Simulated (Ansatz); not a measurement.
NO-, multiplicity 3 (lowest of 2S+1 = 1, 3, 5 at CCSD(T)/def2-TZVPP on PBE0 minima; our sources give no spin for the ground state, which may be another), most abundant isotopes (14.0031 and 15.9949 u). Constants from fifth-degree fits in 1/R to seven points on the lowest solution found; no spin–orbit coupling, no relativity up to Kr; ω_e x_e and α_e move by some per cent with the fit.

Correlated levels freeze the cores. CBS: X⁻³ extrapolation of the correlation energy, Hartree–Fock from the larger set.

Programs: Ansatz (Gaussian basis) for Hartree–Fock, density functionals and correlated methods. Each number belongs to the level named beside it.

```
level                                  r_e (Å)  ω_e (cm⁻¹)  ω_e x_e (cm⁻¹)  α_e (cm⁻¹)
-------------------------------------  -------  ----------  --------------  ----------
PBE/def2-TZVPP                          1.2774      1385.3            10.2      0.0156
CCSD(T)/CBS(aug-cc-pVTZ, aug-cc-pVQZ)   1.2638      1396.8            10.6      0.0154
```

Q: Derive the rotational constants, the centrifugal constant, the fundamental, the zero-point energy and the force constant.

A: 
μ = 7.46643 u.
- PBE/def2-TZVPP: B_e = 16.8576/(μ r_e²) = 1.3836 cm⁻¹; B₀ = B_e − α_e/2 = 1.3758 cm⁻¹; D = 4B_e³/ω_e² = 5.52e-06 cm⁻¹; fundamental ω_e − 2ω_e x_e = 1365 cm⁻¹; zero-point energy ω_e/2 − ω_e x_e/4 = 690 cm⁻¹; k = μ(2πcω_e)² = 844 N/m
- CCSD(T)/CBS(aug-cc-pVTZ, aug-cc-pVQZ): B_e = 16.8576/(μ r_e²) = 1.4136 cm⁻¹; B₀ = B_e − α_e/2 = 1.4059 cm⁻¹; D = 4B_e³/ω_e² = 5.79e-06 cm⁻¹; fundamental ω_e − 2ω_e x_e = 1376 cm⁻¹; zero-point energy ω_e/2 − ω_e x_e/4 = 696 cm⁻¹; k = μ(2πcω_e)² = 858 N/m

Ansatz is a quantum-chemistry and plane-wave program.
